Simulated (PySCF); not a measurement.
Basis-set dependence of excited states

Compound: C₃H₅B.
Cartesian coordinates in Å at the PBE0-D3(BJ)/def2-SVP level; atoms count from 1:
```xyz
9
C3H5B angstrom
B     -1.3117    0.7863    0.0005
C     -0.4134   -0.4944   -0.0878
C      1.0267   -0.3198   -0.1579
C      2.2253   -0.1542   -0.2110
H     -0.8561    1.9013   -0.0736
H     -2.5051    0.6331    0.1262
H     -0.6933   -1.1659    0.7473
H     -0.7853   -1.0424   -0.9794
H      3.2883   -0.0095   -0.2589
```

TDDFT with PBE0 (PySCF), vertical singlets, core orbitals frozen in the response, spherical d and f functions. Geometry: PBE0-D3(BJ)/def2-SVP, one conformer, isolated molecule.

Task: How do the low singlets change with the basis? Take 6-31G*, def2-SVP, 6-31+G*, def2-SVPD, aug-cc-pVDZ, def2-TZVP, def2-TZVPD and aug-cc-pVTZ.

Result: 

```json
{"basis": "6-31G*", "functions": "66", "diffuse": "no", "S1 (eV)": "4.69", "S2 (eV)": "5.07", "S3 (eV)": "6.10", "S4 (eV)": "6.68", "S5 (eV)": "7.07", "LUMO (eV)": "-1.23", "α (au)": "39.1"}
{"basis": "def2-SVP", "functions": "81", "diffuse": "no", "S1 (eV)": "4.67", "S2 (eV)": "5.05", "S3 (eV)": "5.94", "S4 (eV)": "6.62", "S5 (eV)": "6.99", "LUMO (eV)": "-1.52", "α (au)": "41.6"}
{"basis": "6-31+G*", "functions": "82", "diffuse": "yes", "S1 (eV)": "4.69", "S2 (eV)": "5.07", "S3 (eV)": "6.01", "S4 (eV)": "6.45", "S5 (eV)": "6.56", "LUMO (eV)": "-1.56", "α (au)": "45.2"}
{"basis": "def2-SVPD", "functions": "120", "diffuse": "yes", "S1 (eV)": "4.70", "S2 (eV)": "5.09", "S3 (eV)": "5.93", "S4 (eV)": "6.50", "S5 (eV)": "6.79", "LUMO (eV)": "-1.60", "α (au)": "49.7"}
{"basis": "aug-cc-pVDZ", "functions": "137", "diffuse": "yes", "S1 (eV)": "4.65", "S2 (eV)": "5.02", "S3 (eV)": "5.91", "S4 (eV)": "6.37", "S5 (eV)": "6.47", "LUMO (eV)": "-1.64", "α (au)": "50.8"}
{"basis": "def2-TZVP", "functions": "154", "diffuse": "no", "S1 (eV)": "4.67", "S2 (eV)": "5.05", "S3 (eV)": "5.94", "S4 (eV)": "6.48", "S5 (eV)": "6.79", "LUMO (eV)": "-1.61", "α (au)": "47.4"}
{"basis": "def2-TZVPD", "functions": "193", "diffuse": "yes", "S1 (eV)": "4.67", "S2 (eV)": "5.05", "S3 (eV)": "5.93", "S4 (eV)": "6.42", "S5 (eV)": "6.60", "LUMO (eV)": "-1.62", "α (au)": "50.9"}
{"basis": "aug-cc-pVTZ", "functions": "299", "diffuse": "yes", "S1 (eV)": "4.66", "S2 (eV)": "5.04", "S3 (eV)": "5.93", "S4 (eV)": "6.37", "S5 (eV)": "6.47", "LUMO (eV)": "-1.64", "α (au)": "51.2"}
```

States are compared by their number. Against the largest diffuse basis here (aug-cc-pVTZ, itself not a converged limit), sets without diffuse functions differ by up to 0.03 eV in S1 and 0.60 eV in S5; the smaller diffuse sets differ by up to 0.04 and 0.33 eV. State by state, the largest deviation of a set without diffuse functions is S1 0.03, S2 0.03, S3 0.17, S4 0.31, S5 0.60 eV. The same number needn't mean the same state in each row. Against aug-cc-pVTZ the polarisability deviates by -24% in 6-31G*, -19% in def2-SVP, -12% in 6-31+G*, -3% in def2-SVPD, -1% in aug-cc-pVDZ, -7% in def2-TZVP, -1% in def2-TZVPD. A single + in a Pople set puts diffuse functions on heavy atoms only.
